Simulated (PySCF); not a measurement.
H5InOP2, SMILES [PH2][In]([PH2])[OH].

Coordinates come from a PBE-D3(BJ)/def2-SVP optimisation. The structure was generated by enumeration; whether it is a known compound was not checked. The def2 effective core potentials stand for the cores of In; spin–orbit coupling is left out. One conformer was computed; it need not be the lowest.

Calculation: PBE/def2-TZVP in PySCF.

The molecule is in vacuum.

```
Item                                                                                                            Result
---------------------------------------------------------------------------------------------  -----------------------
total energy                                                                                        -950.76756 hartree
highest occupied level                                                                                        -6.09 eV
lowest empty level                                                                                            -2.35 eV
orbital gap                                                                                                    3.75 eV
dipole moment                                                                                                   1.89 D
quadrupole, principal values (traceless, Buckingham form, about the centre of nuclear charge)    -8.32, 2.77, 5.55 D·Å
mean static polarisability                                                                      108.2 bohr³ (16.04 Å³)
polarisability, principal values                                                               72.2, 98.0, 154.4 bohr³
```
